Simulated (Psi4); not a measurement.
# An input for MoCl2O2 (molybdenum dichloride dioxide)

MoCl2O2: 5 atoms, total charge 0, spin state singlet. SMILES: `O=[Mo](=O)(Cl)Cl`. Geometry: relaxed at PBE0-D4/def2-TZVP.

```xyz
5

O     0.1608   -0.1938    1.7103
Mo    0.0674   -0.0616    0.0552
O     1.2270   -1.0744   -0.5733
Cl   -1.9602   -0.7206   -0.6374
Cl    0.5050    2.0505   -0.5549
```

Settings wanted:

| Setting | Value |
| --- | --- |
| task | energy |
| method | CCSD |
| basis set | def2-SVP |
| reference | RHF |
| integrals | pk |
| fitting correlation | none |
| core potential | def2 |
| frozen core orbitals | 12 |
| symmetry | c1 |
| threads | 1 |
| SCF convergence threshold | 1e-09 |
| density convergence threshold | 1e-08 |

Task: Give a Psi4 1.11 job that does this.

Result: One that was run (others would do as well):

input.json:
```json
{
 "schema_name": "qcschema_input",
 "schema_version": 1,
 "molecule": {
  "schema_name": "qcschema_molecule",
  "schema_version": 2,
  "symbols": ["O", "Mo", "O", "Cl", "Cl"],
  "geometry": [0.30384906, -0.36624782, 3.23205528, 0.12734864, -0.11648272, 0.10436957, 2.31875065, -2.03041623, -1.0833233, -3.70422225, -1.36169885, -1.20451143, 0.9542928, 3.87484562, -1.04859013],
  "molecular_charge": 0,
  "molecular_multiplicity": 1,
  "fix_symmetry": "c1"
 },
 "driver": "energy",
 "model": {
  "method": "ccsd",
  "basis": "def2-SVP"
 },
 "keywords": {
  "reference": "rhf",
  "puream": true,
  "e_convergence": 1e-09,
  "d_convergence": 1e-08,
  "scf_type": "pk",
  "num_frozen_docc": 12
 }
}
```

```bash
$ psi4 --qcschema input.json -n 1 --memory 2200MB
```

Calculated total energy: -1136.96281 Eh.
